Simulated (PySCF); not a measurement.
Electron correlation in Zn (zinc, neutral)

[Ar] 3d10 4s1 5s1, high-spin 3S determinant (an excited configuration). All numbers are calculated (PySCF 2.14, scalar relativity through the core potential, in aug-cc-pVDZ-PP with ECP10MDF (5s5p4d2f, 54 functions)). Frozen: 3s2 3p6; 12 electrons correlated.

```
  level  correlation energy (mhartree)
   CCSD                        -385.52
    (T)                          -9.66
CCSD(T)                        -395.18
```

Diagnostics: T1 = 0.011, D1 = 0.0229, largest double amplitude 0.048.

The outer electron is Rydberg-like, and this basis confines it to a smaller radius and binds it less than a complete one would.

Cost of the coupled-cluster step: roughly 8 core-seconds, for 12 correlated electrons.

Iterations:

```
CC2 = 0
CCSD nocc = (np.int64(7), np.int64(5)), nmo = (50, 50)
frozen orbitals [[0, 1, 2, 3], [0, 1, 2, 3]]
max_cycle = 100
direct = 0
conv_tol = 1e-08
conv_tol_normt = 1e-06
diis_space = 8
diis_start_cycle = 0
Init t2, MP2 energy = -0.425245576686947
Init E_corr(UCCSD) = -0.425245576696327
cycle = 1  E_corr(UCCSD) = -0.371274349696711  dE = 0.053971227  norm(t1,t2) = 0.0808855
cycle = 2  E_corr(UCCSD) = -0.388846125669798  dE = -0.017571776  norm(t1,t2) = 0.0324501
cycle = 3  E_corr(UCCSD) = -0.385281688138045  dE = 0.00356443753  norm(t1,t2) = 0.0169461
cycle = 4  E_corr(UCCSD) = -0.385266108005169  dE = 1.55801329e-05  norm(t1,t2) = 0.00393693
cycle = 5  E_corr(UCCSD) = -0.385536834335601  dE = -0.00027072633  norm(t1,t2) = 0.000889578
cycle = 6  E_corr(UCCSD) = -0.385538813404172  dE = -1.97906857e-06  norm(t1,t2) = 0.000276814
cycle = 7  E_corr(UCCSD) = -0.385520912251127  dE = 1.7901153e-05  norm(t1,t2) = 5.37736e-05
cycle = 8  E_corr(UCCSD) = -0.385521939336977  dE = -1.02708585e-06  norm(t1,t2) = 1.52562e-05
cycle = 9  E_corr(UCCSD) = -0.385522369046743  dE = -4.29709766e-07  norm(t1,t2) = 2.93711e-06
cycle = 10  E_corr(UCCSD) = -0.38552227363291  dE = 9.54138329e-08  norm(t1,t2) = 1.09801e-06
cycle = 11  E_corr(UCCSD) = -0.38552228232276  dE = -8.68984973e-09  norm(t1,t2) = 4.00882e-07
UCCSD converged
E(UCCSD) = -226.1414452767801  E_corr = -0.3855222823227598
UCCSD(T) correction = -0.00966114249085709
```
